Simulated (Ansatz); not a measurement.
Pulling on the C3–H4 bond in CH4Sn (SMILES [CH3][SnH]) (multiplicity 1 held, fragments rigid). Energies count from the point at 1.093 Å.
Geometry at that point (charge 0, multiplicity 1):
```xyz
6

Sn     0.010     0.251     0.245
H     -0.346     1.413    -1.065
C     -0.013    -1.456    -1.158
H      0.737    -1.294    -1.936
H     -0.987    -1.503    -1.653
H      0.184    -2.403    -0.657
```

U- levels take the lowest unrestricted solution at each point, which mixes spins at long bonds. Active spaces are followed from a long bond inwards. Curves can end on different states.

Frozen-core correlation. Filled d and f shells under p-block atoms count as core.

Run with Ansatz (an electronic-structure program) with Gaussian orbitals. Each number belongs to the level named beside it. In def2 rows elements past Kr take small-core potentials, without spin–orbit coupling.

Task: What is the computed energy at R = 3.498 Å (U-SCS-MP2/def2-SVP)?

Result: 108.1 kcal/mol

Task: Give the energy at R = 3.498 Å at the level FIC-MRCISD+Q on CASSCF(2,2)/def2-SVP.

Result: 106.9 kcal/mol

Doubts at one or more of the structures used: a spin-contaminated determinant (U-SCS-MP2/def2-SVP).
